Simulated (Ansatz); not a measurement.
Basis-set series for `NB(F)O[SiH3]`. Total charge 0; spin multiplicity 1. Geometry: relaxed with PBE0-D4/def2-TZVP. It is one conformer, not always the lowest.

| functional | basis | functions | energy (Eh) | HOMO (eV) | LUMO (eV) |
| --- | --- | --- | --- | --- | --- |
| PBE0-D4 | def2-TZVPP | 236 | -547.09432 | -8.18 | 0.07 |
| PBE0-D4 | def2-QZVPP | 448 | -547.11920 | -8.22 | -0.10 |
| ωB97M-V | def2-TZVPP | 236 | -547.38835 | -10.58 | 1.64 |
| ωB97M-V | def2-QZVPP | 448 | -547.41138 | -10.62 | 1.28 |

Q: Give the rows for def2-SVP. (Estimate.)

A: Ansatz gave: 
```json
{"functional": "PBE0-D4", "basis": "def2-SVP", "functions": "99", "energy (Eh)": "-546.68017", "HOMO (eV)": "-7.97", "LUMO (eV)": "0.66"}
{"functional": "ωB97M-V", "basis": "def2-SVP", "functions": "99", "energy (Eh)": "-546.96629", "HOMO (eV)": "-10.36", "LUMO (eV)": "2.52"}
```

Positive LUMOs are unbound and depend on the basis.
